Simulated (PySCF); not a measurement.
**Spin–spin coupling constants**

Molfile (atoms numbered from 1):
```
C4H12Ge
     RDKit          3D

 17 16  0  0  0  0  0  0  0  0999 V2000
    1.3905    1.5053   -0.0132 C   0  0  0  0  0  0  0  0  0  0  0  0
    0.7906    0.8095    1.2026 C   0  0  0  0  0  0  0  0  0  0  0  0
   -0.5378   -0.5681    0.7551 Ge  0  0  0  0  0  4  0  0  0  0  0  0
    0.3115   -2.0045   -0.2676 C   0  0  0  0  0  0  0  0  0  0  0  0
   -1.9880    0.2205   -0.2962 C   0  0  0  0  0  0  0  0  0  0  0  0
    2.1312    2.2691    0.2745 H   0  0  0  0  0  0  0  0  0  0  0  0
    1.9040    0.7932   -0.6796 H   0  0  0  0  0  0  0  0  0  0  0  0
    0.6195    2.0129   -0.6149 H   0  0  0  0  0  0  0  0  0  0  0  0
    0.3014    1.5424    1.8665 H   0  0  0  0  0  0  0  0  0  0  0  0
    1.5802    0.3313    1.8064 H   0  0  0  0  0  0  0  0  0  0  0  0
   -1.1193   -1.1530    2.0665 H   0  0  0  0  0  0  0  0  0  0  0  0
    0.7368   -1.6126   -1.2041 H   0  0  0  0  0  0  0  0  0  0  0  0
   -0.4181   -2.7874   -0.5222 H   0  0  0  0  0  0  0  0  0  0  0  0
    1.1247   -2.4672    0.3118 H   0  0  0  0  0  0  0  0  0  0  0  0
   -1.6073    0.6006   -1.2563 H   0  0  0  0  0  0  0  0  0  0  0  0
   -2.4566    1.0550    0.2464 H   0  0  0  0  0  0  0  0  0  0  0  0
   -2.7638   -0.5298   -0.5106 H   0  0  0  0  0  0  0  0  0  0  0  0
  1  2  1  0
  2  3  1  0
  3  4  1  0
  3  5  1  0
  1  6  1  0
  1  7  1  0
  1  8  1  0
  2  9  1  0
  2 10  1  0
  3 11  1  0
  4 12  1  0
  4 13  1  0
  4 14  1  0
  5 15  1  0
  5 16  1  0
  5 17  1  0
M  END
```

Method: B3LYP/pcJ-1 (pcSseg-1 on Ge) (without the spin–dipole term)//PBE0-D3(BJ)/def2-SVP, PySCF 2.14; isolated molecule, single conformer, non-relativistic. Couplings are averaged over pairs made equivalent by symmetry, fast rotation or ring inversion, so a value needn't be that of the named pair in this geometry, while other rotamers aren't included; one pair stands for each set, and the list holds those of at least 0.8 Hz over up to four bonds.

Isotopes: ¹³C, ¹H.

```csv
pair,bonds,J (Hz)
"C1, C2",1,35.6
"C1, H6",1,132.3
"C2, H9",1,?
"C4, H12",1,?
"C1, H9",2,-3.7
"C2, C4",2,?
"C2, H6",2,-2.9
"C2, H11",2,9.9
"C4, C5",2,3.6
"C4, H11",2,9.7
"H6, H7",2,-14.0
"H9, H10",2,?
"H12, H13",2,?
"C1, H11",3,6.0
"C2, H12",3,1.9
"C4, H9",3,2.3
"C4, H15",3,?
"H6, H9",3,9.4
"H11, H12",3,3.0
```

Estimate the withheld couplings, with signs.

Answers


- ¹J(C2,H9) = 132.5 Hz (bond length 1.103 Å, sp3 carbon)
- ¹J(C4,H12) = 134.2 Hz (bond length 1.101 Å, sp3 carbon)
- ²J(C2,C4) = 2.9 Hz (angle at Ge3 110°)
- ²J(H9,H10) = -14.5 Hz (angle at C2 106°)
- ²J(H12,H13) = -13.4 Hz
- ³J(C4,H15) = 2.2 Hz (mean over equivalent pairs that range from -0.1 to 6.5 Hz in this conformer)

Relativistic effects of the heavier atoms present are left out.
